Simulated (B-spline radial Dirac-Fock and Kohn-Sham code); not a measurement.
The L3 (2p3/2) hole of ruthenium ions: width and yield against charge

Level of theory: one-electron (LDA, Dirac) transition rates at Dirac-Fock energies; an atomic code on a B-spline grid. Tabulated ground configurations, configuration averages; single configurations, so decays that open only by mixing (as 1s 2s² with 1s 2p² in Be-like ions) are missing and such tiny yields are far too low.

| ion | configuration | radiative (eV) | non-radiative (eV) | yield |
| --- | --- | --- | --- | --- |
| Ru | [Kr] 4d7 5s1 | 0.0838 | 1.80 | 0.0446 |
| Ru⁺ | [Kr] 4d7 | 0.0839 | 1.80 | 0.0446 |
| Ru²⁺ | [Kr] 4d6 | 0.0837 | 1.80 | 0.0445 |
| Ru³⁺ | [Kr] 4d5 | 0.0834 | 1.80 | 0.0444 |
| Ru⁴⁺ | [Kr] 4d4 | 0.0830 | 1.79 | 0.0443 |
| Ru⁵⁺ | [Kr] 4d3 | 0.0825 | 1.78 | 0.0442 |
| Ru⁶⁺ | [Kr] 4d2 | 0.0819 | 1.78 | 0.0441 |
| Ru⁷⁺ | [Kr] 4d1 | 0.0812 | 1.76 | 0.0440 |

Values without a named source are computed, but for edge energies of neutral atoms, which are taken from tables.
